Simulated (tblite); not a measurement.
Compound: C6H14AlN3.
Bonds: C1–C2, C2–C3, C3–N4, N4–Al5, Al5–N6, N6–C7, C7–C8, C8–N9, N4–C10, C1–C10, Al5–N9. Hydrogens: H11, H12 on C1; H13, H14 on C2; H15, H16 on C3; H17 on N6; H18, H19 on C7; H20, H21 on C8; H22 on N9; H23, H24 on C10.

Computed with GFN2-xTB (tblite), gas phase: L-BFGS steps from a force-field or distance-geometry start until the largest atomic force falls under 0.01 eV/Å.

The end geometry, which sets the zero of energy:
```
atom  x, y, z in Å
C1     -3.0058    0.2423   -0.2335
C2     -2.8646   -0.5559    1.0766
C3     -1.5962    0.0195    1.7330
N4     -0.8283    0.5682    0.6337
Al5     0.8349    0.1229    0.1738
N6      2.0988   -0.7956    1.0272
C7      3.2156   -0.9706    0.1037
C8      3.1831    0.1228   -0.9835
N9      1.8034    0.5033   -1.2715
C10    -1.8116    1.2139   -0.2119
H11    -3.9533    0.7759   -0.2893
H12    -2.9343   -0.4221   -1.0937
H13    -2.7296   -1.6163    0.8660
H14    -3.7337   -0.4417    1.7227
H15    -1.0148   -0.7287    2.2743
H16    -1.8764    0.8195    2.4348
H17     2.2033   -1.3596    1.8572
H18     4.1750   -0.9116    0.6328
H19     3.1671   -1.9531   -0.3856
H20     3.7645    0.9864   -0.6323
H21     3.6778   -0.2636   -1.8835
H22     1.7369    1.0832   -2.0945
H23    -2.1245    2.1704    0.2338
H24    -1.3988    1.4104   -1.2027
```

Question: These geometries come from the run, each turned onto the end geometry. Order them by energy, lowest first.
A.
```
atom  x, y, z in Å
C1     -3.1301    0.4927    0.0670
C2     -2.6002    0.2154    1.4866
C3     -1.1499   -0.2357    1.3006
N4     -1.0493   -0.6456   -0.1088
Al5     0.7125   -0.6073   -0.5340
N6      2.0467   -1.6813    0.0714
C7      3.2385   -0.8312   -0.0278
C8      2.8348    0.6603   -0.0290
N9      1.7020    0.8626   -0.9310
C10    -1.9637    0.1923   -0.8801
H11    -3.4441    1.5298   -0.0448
H12    -3.9890   -0.1442   -0.1500
H13    -3.1881   -0.5635    1.9768
H14    -2.6276    1.1065    2.1149
H15    -0.8782   -1.0967    1.9252
H16    -0.4671    0.5956    1.5500
H17     1.8578   -1.9285    1.0400
H18     3.9415   -1.0465    0.7852
H19     3.7131   -1.0339   -0.9938
H20     2.4928    0.9085    0.9867
H21     3.6789    1.3056   -0.2922
H22     2.0219    1.1807   -1.8356
H23    -1.4971    1.1381   -1.2071
H24    -2.2677   -0.3540   -1.7826
```
B.
```
atom  x, y, z in Å
C1     -3.2683    0.3027    0.0464
C2     -2.8785   -0.0019    1.4985
C3     -1.3580    0.1839    1.5425
N4     -0.9107   -0.1201    0.1869
Al5     0.7868   -0.3544   -0.3665
N6      2.0133   -1.5929    0.0141
C7      3.3201   -0.9475   -0.0204
C8      3.1411    0.5744   -0.2533
N9      1.9266    0.8615   -1.0166
C10    -1.9363    0.3834   -0.7243
H11    -3.8253    1.2350   -0.0389
H12    -3.8858   -0.4992   -0.3494
H13    -3.1208   -1.0360    1.7280
H14    -3.3930    0.6471    2.2048
H15    -0.8719   -0.5051    2.2356
H16    -1.1172    1.2093    1.8568
H17     2.0922   -2.5597    0.2926
H18     3.8574   -1.1008    0.9273
H19     3.9459   -1.3652   -0.8225
H20     3.0551    1.0543    0.7340
H21     4.0355    0.9795   -0.7380
H22     2.0777    1.4903   -1.7852
H23    -1.7586    1.4210   -1.0402
H24    -1.9388   -0.2399   -1.6246
```
C.
```
atom  x, y, z in Å
C1     -2.8560    0.1542   -0.3068
C2     -2.8922   -0.5101    1.0820
C3     -1.6647    0.0704    1.8153
N4     -0.8122    0.6004    0.7714
Al5     0.8388    0.1283    0.2865
N6      2.1426   -0.8283    1.0305
C7      3.1881   -0.9939    0.0237
C8      3.1142    0.1473   -1.0100
N9      1.7269    0.5585   -1.1959
C10    -1.7330    1.1924   -0.1793
H11    -3.8075    0.6089   -0.5776
H12    -2.5879   -0.5778   -1.0685
H13    -2.8104   -1.5923    0.9954
H14    -3.8118   -0.2757    1.6159
H15    -1.1317   -0.6709    2.4114
H16    -1.9871    0.8841    2.4821
H17     2.2901   -1.4300    1.8263
H18     4.1830   -0.9884    0.4867
H19     3.0735   -1.9498   -0.5054
H20     3.7304    0.9855   -0.6567
H21     3.5469   -0.2047   -1.9552
H22     1.6187    1.1768   -1.9852
H23    -2.1424    2.1298    0.2235
H24    -1.2280    1.4051   -1.1227
```
D.
```
atom  x, y, z in Å
C1     -2.9419   -0.0201   -0.2209
C2     -2.8473   -0.4412    1.2604
C3     -1.5907    0.2890    1.7830
N4     -0.8315    0.6387    0.5983
Al5     0.8319    0.1590    0.1635
N6      1.9630   -1.0694    0.7956
C7      3.1241   -1.0951   -0.0893
C8      3.2505    0.2487   -0.8403
N9      1.9271    0.8156   -1.0871
C10    -1.8436    1.0452   -0.3602
H11    -3.9193    0.3859   -0.4874
H12    -2.7219   -0.8662   -0.8744
H13    -2.7308   -1.5214    1.3525
H14    -3.7324   -0.1484    1.8259
H15    -0.9964   -0.3201    2.4670
H16    -1.8886    1.2066    2.3119
H17     1.9416   -1.8755    1.4024
H18     4.0431   -1.2740    0.4850
H19     3.0357   -1.9023   -0.8308
H20     3.8609    0.9327   -0.2374
H21     3.7763    0.0794   -1.7861
H22     1.9665    1.6144   -1.7003
H23    -2.2582    2.0251   -0.0739
H24    -1.4297    1.1133   -1.3699
```
E.
```
atom  x, y, z in Å
C1     -3.1506   -0.0574   -0.0640
C2     -2.7907   -0.3509    1.4048
C3     -1.5111    0.4678    1.6352
N4     -0.8791    0.5218    0.3296
Al5     0.8256    0.1015    0.0231
N6      1.8568   -1.2757    0.4972
C7      3.1323   -1.1448   -0.2005
C8      3.3787    0.3288   -0.5827
N9      2.1085    1.0004   -0.8265
C10    -1.9759    0.7980   -0.5802
H11    -4.0951    0.4791   -0.1514
H12    -3.2299   -0.9805   -0.6367
H13    -2.5785   -1.4111    1.5421
H14    -3.5846   -0.0669    2.0949
H15    -0.8360    0.0223    2.3679
H16    -1.7773    1.4817    1.9733
H17     1.7624   -2.1806    0.9339
H18     3.9624   -1.4873    0.4308
H19     3.1402   -1.7544   -1.1148
H20     3.9286    0.8153    0.2350
H21     4.0144    0.3601   -1.4765
H22     2.2384    1.9234   -1.2120
H23    -2.2510    1.8609   -0.5249
H24    -1.7000    0.5684   -1.6100
```

Answer: C (0.011 eV), D (0.034 eV), E (0.072 eV), B (0.308 eV), A (0.750 eV).

In the order of the answer:

```
step  E above end (eV)  largest force (eV/Å)  rms force component (eV/Å)  rms distance from end (Å)  rms bond change (Å)  bond most changed (Å)
 221             0.011                  0.03                       0.010                      0.169                0.001          C1–C10 -0.005
 192             0.034                  0.21                       0.042                      0.399                0.003          Al5–N9 +0.006
 145             0.072                  0.04                       0.013                      0.732                0.002          Al5–N6 +0.004
  54             0.308                  0.16                       0.050                      1.075                0.006          N4–Al5 +0.019
   8             0.750                  0.49                       0.109                      1.317                0.014          Al5–N6 +0.036
```

What follows is the cost of the whole relaxation. Hardware: one thread, Arm Neoverse V1 (aarch64) (shared host). Cost: 3.3 s wall.
